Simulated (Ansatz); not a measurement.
Input file for C3H10B2 (`BCC(B)C`):

```yaml
crystal:
  periodic: [false, false, false]
  atoms:
    - {symbol: B, position_ang: [-0.398205, -0.463899, 1.595349]}
    - {symbol: C, position_ang: [-0.309366, -1.064925, 0.180147]}
    - {symbol: C, position_ang: [0.271398, 0.389173, -0.052952]}
    - {symbol: B, position_ang: [1.330945, -0.482093, -0.747888]}
    - {symbol: C, position_ang: [-0.677320, 1.308367, -0.780805]}
    - {symbol: H, position_ang: [0.497480, -0.660001, 2.363380]}
    - {symbol: H, position_ang: [-1.384291, 0.119608, 1.931754]}
    - {symbol: H, position_ang: [-1.173645, -1.219792, -0.454337]}
    - {symbol: H, position_ang: [0.436004, -1.876323, 0.057545]}
    - {symbol: H, position_ang: [0.627644, 0.821750, 0.914485]}
    - {symbol: H, position_ang: [2.275453, -0.879431, -0.131991]}
    - {symbol: H, position_ang: [1.222279, -0.686773, -1.920708]}
    - {symbol: H, position_ang: [-0.861301, 0.933925, -1.789666]}
    - {symbol: H, position_ang: [-0.243363, 2.306147, -0.870102]}
    - {symbol: H, position_ang: [-1.635613, 1.403467, -0.264810]}
basis:
  gaussian: {orbitals: def2-TZVPP}
correlation: {method: ccsd_t}
```

```sh
$ ansatz run in.yaml --threads 4 --pin off --events-out ev --progress --plain --max-ram 10444MiB
```

Log, shortened:

```
Functional definition: HF
1702 factors; integrals over basis functions are off by at most 1.1e-3 eV
mean field evaluation 1: about -4588.9894 eV, gradient 3.6e1 eV
mean field evaluation 2: about -4589.2000 eV, gradient 3.6e1 eV
mean field evaluation 4: about -4593.1143 eV, gradient 4.8e0 eV
mean field evaluation 8: about -4593.1931 eV, gradient 2.5e-1 eV
mean field -4593.19356162 eV, -168.7967500111 hartree, gradient 1.9e-6 eV, S^2 0.000000; 0 other end points of the search recorded, 0 dependent functions left out
5 core orbitals not correlated: weight in the atoms' cores, before any rotation towards them, 1.000 or more for the frozen orbitals, at most 0.000 for the correlated occupied ones
reference -4593.19356162 eV, -168.7967500111 hartree; 14, 14 occupied and 276, 276 virtual orbitals, 1702 factors
second order -20.57248535 eV of doubles, -0.00000000 eV of singles
cycle   1  -21.43559409 eV  change   -8.6e-1 eV  update   9.5e-2
cycle   2  -21.98407387 eV  change   -5.5e-1 eV  update   2.6e-2
cycle   3  -22.06557051 eV  change   -8.1e-2 eV  update   1.2e-2
cycle   4  -22.05930516 eV  change    6.3e-3 eV  update   2.9e-3
cycle   5  -22.05896151 eV  change    3.4e-4 eV  update   1.5e-3
cycle   6  -22.05889699 eV  change    6.5e-5 eV  update   4.5e-4
cycle   7  -22.05873530 eV  change    1.6e-4 eV  update   1.4e-4
cycle   8  -22.05875115 eV  change   -1.6e-5 eV  update   4.2e-5
cycle   9  -22.05875323 eV  change   -2.1e-6 eV  update   1.2e-5
perturbative correction -0.90722252 eV, -0.0333398128 hartree
Total energy: -4616.15953737 eV, -169.6407340531 hartree
```

Run time 5.7 min (4 threads of an Intel Xeon Platinum 8488C on a shared host); peak host memory 3.8 GiB.

The correlation energy is -22.966 eV, 4.0 % of it from (T); the T1 diagnostic reads 0.0106.
